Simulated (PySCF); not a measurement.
CH₅AlOSe. Atoms are numbered in the order given.

```xyz
9

Al    -0.8122     0.4977     0.2217
C     -2.5414    -0.3637     0.0661
H     -2.4723    -1.3935    -0.3158
H     -3.1963     0.2096    -0.6103
H     -3.0422    -0.3968     1.0476
O     -0.7474     2.1157     0.7480
H      0.0213     2.6716     0.8761
Se     1.1314    -0.6698    -0.3021
H      2.0072     0.4702     0.0112
```

Coordinates come from a PBE0-D3(BJ)/def2-SVP optimisation. The structure was generated by enumeration; whether it is a known compound was not checked. Other conformers were not sampled.

Calculation: TDDFT-PBE/def2-SVPD (PySCF 2.14.0).

Vertical excitations. The molecule is in vacuum.

Give excitation energies, oscillator strengths and character. (An estimate is asked for; the answer gives what the named calculation found.)


```csv
state,energy (eV),λ (nm),f,main pairs
S1,4.83,257,0.043,HOMO→LUMO 99 %
S2,5.42,229,0.001,HOMO→LUMO+2 95 %
S3,5.44,228,0.012,"HOMO→LUMO+1 74 %, HOMO−1→LUMO 19 %"
S4,5.87,211,0.199,"HOMO−1→LUMO 73 %, HOMO→LUMO+1 13 %"
S5,6.00,207,0.000,HOMO−1→LUMO+1 98 %
S6,6.10,203,0.007,HOMO→LUMO+3 98 %
S7,6.35,195,0.077,HOMO−1→LUMO+2 83 %
S8,6.44,193,0.003,"HOMO→LUMO+4 81 %, HOMO−2→LUMO 18 %"
S9,6.51,190,0.049,"HOMO−2→LUMO 78 %, HOMO→LUMO+4 18 %"
S10,6.59,188,0.040,HOMO−3→LUMO 92 %
T1,4.61,269,0,HOMO→LUMO 99 %
T2,4.76,260,0,HOMO→LUMO+1 98 %
T3,4.99,248,0,HOMO→LUMO+2 98 %
T4,5.41,229,0,HOMO−1→LUMO 98 %
```
Triplets are in the Tamm–Dancoff approximation, which puts them higher than full response would, so one can lie above its singlet here.
